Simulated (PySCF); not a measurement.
Species: (Cl)3Zr-NH-SiH3 (singlet state).
Geometry (PBE0-D3(BJ)/def2-SVP, Å), atoms numbered from 1 in this order:
```xyz
10
Cl3H4NSiZr angstrom
Zr     1.120    0.790    0.890
Cl     2.945   -0.212   -0.181
Cl     1.410    3.089    1.208
Cl     0.720   -0.377    2.881
N     -0.471    0.570   -0.293
Si    -1.050   -0.991   -0.861
H     -0.981    1.386   -0.636
H     -0.930   -1.114   -2.344
H     -0.169   -1.999   -0.199
H     -2.470   -1.219   -0.460
```

Theory: TDDFT wB97X-D/def2-SVPD, vertical, gas phase, core orbitals frozen in the response, def2 core potentials past Kr (PySCF 2.14.0, density-fitted response routines). Spin–orbit coupling is left out.

Ground-to-excited transition dipoles (e·a0, same axes as the geometry; the sign carries no meaning), for the states with f of 0.002 or more among the lowest 10:

```
state  E (eV)      μx      μy      μz
   S2   5.499  -0.360   0.029  -0.270
   S4   6.018   0.171   0.013  -0.235
   S5   6.146   0.159   0.083   0.120
   S6   6.241   0.033   0.308   0.045
   S8   6.434   0.086   0.155   0.069
   S9   6.467  -0.307  -0.093  -0.218
  S10   6.486   0.538   0.166   0.416
```

Task: What oscillator strength does each state have?

Result: f = (2/3) ΔE |μ|² with ΔE in hartree (27.2114 eV).

```csv
state,|μ|² (au),|μ| (D),f
S2,0.204,1.15,0.027
S4,0.085,0.74,0.012
S5,0.047,0.55,0.007
S6,0.098,0.80,0.015
S8,0.036,0.48,0.006
S9,0.151,0.99,0.024
S10,0.490,1.78,0.078
```

Task: Which bond between heavy atoms lies closest to the direction of the S10 transition dipole?

Result: Zr1–N5, at 7° from it; next N5–Si6 at 49°.

Task: What angle do the transition dipoles of S6 and S10 make?

Result: |cos θ| = |μa·μb| / (|μa| |μb|) = 0.40, so θ ≈ 66° (taken between 0 and 90°, since the signs are arbitrary).

Task: How is the summed strength of these states shared among x, y and z?

Result: (2/3) Σ ΔE μα² gives 0.088 for x, 0.025 for y and 0.056 for z, 0.169 in all.

Task: What peak molar absorption coefficient would the strongest computed level give as a lone Gaussian band 0.5 eV wide at half height?

Result: ε(max) = 2.175×10⁸ f / FWHM, with the width in cm⁻¹. S10: 2.175×10⁸ × 0.0778 / 4033 ≈ 4200 L mol⁻¹ cm⁻¹.

The vertical ionisation energy (ΔSCF) is 10.30 eV, 3.82 eV above S10.
